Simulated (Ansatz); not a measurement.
Ge₃Se₄. Charge 0, multiplicity 1. Geometry PBE-D4/def2-SVP, basis def2-TZVP, Ansatz.

```xyz
7

Ge    0.039   -2.209    0.511
Ge   -0.744    1.816    1.137
Ge    1.092    0.610   -2.555
Se    0.313   -0.297    2.296
Se   -1.852   -0.563    1.314
Se    0.194    2.241   -1.057
Se    0.958   -1.597   -1.645
```

```
run  HOMO (eV)  LUMO (eV)
  A      -6.13      -3.76
  B      -8.96      -1.23
  C      -5.88      -3.70
  D      -6.75      -3.08
```

LC-ωPBE has ω = 0.4 bohr⁻¹. Another isomer (singlet) lies 1.07 eV lower at PBE0-D4/def2-TZVP; other spin states weren't run for this one.

Task: The runs used LC-ωPBE, PBE, PBE0, r2SCAN. Estimate which is which.

Result: A r2SCAN (0 % exact exchange); B LC-ωPBE (range-separated); C PBE (0 % exact exchange); D PBE0 (25 % exact exchange). Exact exchange lowers occupied and raises empty levels; among semilocal functionals meta-GGAs tend to open the gap a little, and such runs are hard to tell apart. The gap grows from 2.17 eV (PBE) to 7.73 eV (LC-ωPBE).
